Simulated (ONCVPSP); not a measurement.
# Sc: ONCV pseudisation with Wu-Cohen, scalar-relativistic reference atom.

- Element: scandium
- Generator: ONCVPSP 4.0.1
- Type: optimised norm-conserving Vanderbilt (ONCV)
- Functional: Wu-Cohen
- Relativity: scalar-relativistic
- Frozen core: [Ne]
- Valence charge: 11
- Reference configuration: 3s2 3p6 3d1 4s1 4p1
- Partial waves: 3s+4s: rc 1.60 bohr, ncon 3, nbas 6, qcut 7.5 1/bohr, 2 projectors; 3p+4p: rc 1.90 bohr, ncon 3, nbas 8, qcut 9 1/bohr, 3 projectors, debl 0.4 Ha; 3d: rc 2.85 bohr, ncon 4, nbas 8, qcut 5.9 1/bohr, 2 projectors, debl 0.5 Ha
- Local potential: polynomial inside 1.05 bohr (lpopt 5, dvloc0 3 Ha)
- Core correction: Teter function, fcfact 1.75, rcfact 1.05

* Cutoffs needed: 19 Ha and 22 Ha (the cutoffs (Ha) at which the residual kinetic energy of the hardest occupied pseudo-wave falls to 1 and 0.1 mHa per electron)
* Ghost test: no bound ghost flagged; no localised positive-energy state flagged
* Largest excitation error: -7.0 meV (all-electron minus pseudo) for 3s2 3p6 3d1 4s0 4p0, out of 4 test configurations
* rms error of d²Exc/dni dnj: 1.87 mHa without and 1.56 mHa with the model core
